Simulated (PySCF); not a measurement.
SnOCl2, SMILES [O]=[Sn]([Cl])[Cl]. The structure is a stationary point at PBE-D3(BJ)/def2-SVP. The def2 effective core potentials stand for the cores of Sn; spin–orbit coupling is left out.

### Question
Give the equilibrium geometry at PBE-D3(BJ)/def2-SVP (PySCF confirms it by a frequency run) as Cartesian coordinates in Å, and its point group. (The exact figures need the calculation; the answer reports its results.)

### Answer
point group C2v.
```xyz
4

Sn     0.0000     0.0000    -0.3747
O      0.0000     0.0000    -2.2328
Cl     0.0000    -1.8539     1.0764
Cl     0.0000     1.8539     1.0764
```
